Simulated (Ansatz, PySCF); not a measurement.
Bond stretch in AuH, singlet.

Levels of theory: UHF/def2-SVP, def2 effective core potentials past Kr (PySCF); RHF/def2-SVP, def2 effective core potentials past Kr (PySCF); UKS-M06-2X = unrestricted M06-2X/def2-SVP, def2 effective core potentials past Kr in PySCF; RKS-M06-2X = restricted M06-2X/def2-SVP, def2 effective core potentials past Kr in PySCF; UKS-r2SCAN = unrestricted r2SCAN/def2-SVP, def2 effective core potentials past Kr (PySCF 2.14.0); RKS-r2SCAN = restricted r2SCAN/def2-SVP, def2 effective core potentials past Kr (PySCF); UKS-BLYP = unrestricted BLYP/def2-SVP, def2 effective core potentials past Kr (PySCF); RKS-BLYP = restricted BLYP/def2-SVP, def2 effective core potentials past Kr (PySCF); UKS-PBE = unrestricted PBE/def2-SVP, def2 effective core potentials past Kr in Ansatz (a program for electronic structure); RKS-PBE = restricted PBE/def2-SVP, def2 effective core potentials past Kr in Ansatz.

Scanned distances (Å): 1.22, 1.30, 1.37, 1.46, 1.51, 1.54, 1.59, 1.65, 1.68, 1.81, 1.90, 2.06, 2.33, 2.53, 2.78, 3.10, 3.42, 3.76, 4.16, 4.63, 5.33, 6.15.

Problem. Where does the unrestricted solution first break spin symmetry (<S²> of 0.01 or more)?

Solution. UHF: between 1.90 and 2.06 Å; UKS-M06-2X: between 2.06 and 2.33 Å; UKS-r2SCAN: between 2.06 and 2.33 Å; UKS-BLYP: between 2.33 and 2.53 Å; UKS-PBE: between 2.33 and 2.53 Å.

| R / Å | <S²> UHF | E(RHF) − E(UHF) / mEh | <S²> UKS-M06-2X | E(RKS-M06-2X) − E(UKS-M06-2X) / mEh | <S²> UKS-r2SCAN | E(RKS-r2SCAN) − E(UKS-r2SCAN) / mEh | <S²> UKS-BLYP | E(RKS-BLYP) − E(UKS-BLYP) / mEh | <S²> UKS-PBE | E(RKS-PBE) − E(UKS-PBE) / mEh |
|---|---|---|---|---|---|---|---|---|---|---|
| 1.22 | 0.00 | 0.0 | 0.00 | 0.0 | 0.00 | 0.0 | 0.00 | 0.0 | 0.00 | 0.0 |
| 1.30 | 0.00 | 0.0 | 0.00 | 0.0 | 0.00 | 0.0 | 0.00 | 0.0 | 0.00 | 0.0 |
| 1.37 | 0.00 | 0.0 | 0.00 | 0.0 | 0.00 | 0.0 | 0.00 | 0.0 | 0.00 | 0.0 |
| 1.46 | 0.00 | 0.0 | 0.00 | 0.0 | 0.00 | 0.0 | 0.00 | 0.0 | 0.00 | 0.0 |
| 1.51 | 0.00 | 0.0 | 0.00 | 0.0 | 0.00 | 0.0 | 0.00 | 0.0 | 0.00 | 0.0 |
| 1.54 | 0.00 | 0.0 | 0.00 | 0.0 | 0.00 | 0.0 | 0.00 | 0.0 | 0.00 | 0.0 |
| 1.59 | 0.00 | 0.0 | 0.00 | 0.0 | 0.00 | 0.0 | 0.00 | 0.0 | 0.00 | 0.0 |
| 1.65 | 0.00 | 0.0 | 0.00 | 0.0 | 0.00 | 0.0 | 0.00 | 0.0 | 0.00 | 0.0 |
| 1.68 | 0.00 | 0.0 | 0.00 | 0.0 | 0.00 | 0.0 | 0.00 | 0.0 | 0.00 | 0.0 |
| 1.81 | 0.00 | 0.0 | 0.00 | 0.0 | 0.00 | 0.0 | 0.00 | 0.0 | 0.00 | 0.0 |
| 1.90 | 0.00 | 0.0 | 0.00 | 0.0 | 0.00 | 0.0 | 0.00 | 0.0 | 0.00 | 0.0 |
| 2.06 | 0.31 | 2.0 | 0.00 | 0.0 | 0.00 | 0.0 | 0.00 | 0.0 | 0.00 | 0.0 |
| 2.33 | 0.68 | 15.7 | 0.29 | 1.5 | 0.16 | 0.3 | 0.00 | 0.0 | 0.00 | 0.0 |
| 2.53 | 0.81 | 29.6 | 0.58 | 7.4 | 0.49 | 4.5 | 0.13 | 0.3 | 0.10 | 0.1 |
| 2.78 | 0.90 | 47.8 | 0.78 | 18.1 | 0.70 | 12.6 | 0.45 | 3.3 | 0.58 | 4.1 |
| 3.10 | 0.96 | 69.7 | 0.91 | 33.2 | 0.85 | 23.5 | 0.75 | 10.1 | 0.85 | 13.3 |
| 3.42 | 0.98 | 88.7 | 0.00 | — | 0.94 | 33.1 | 0.90 | 17.5 | 0.94 | 22.4 |
| 3.76 | 0.99 | 105.8 | 0.00 | — | 0.98 | 41.2 | 0.96 | 24.3 | 0.98 | 30.2 |
| 4.16 | 1.00 | 122.1 | 1.00 | — | 0.99 | 48.1 | 0.99 | 30.1 | 0.99 | 36.7 |
| 4.63 | 1.00 | 136.9 | 1.00 | — | 1.00 | 53.1 | 1.00 | 34.5 | 1.00 | 41.5 |
| 5.33 | 1.00 | 152.5 | 1.00 | — | 1.00 | 56.9 | 1.00 | 38.0 | 1.00 | 45.2 |
| 6.15 | 1.00 | 163.8 | 1.00 | — | 1.00 | 58.6 | 1.00 | 39.6 | 1.00 | 46.9 |

Dashes: no converged value, or the column stops at the first point that the program doubted or that broke a chosen test of continuity, which isn't proof of a fault.
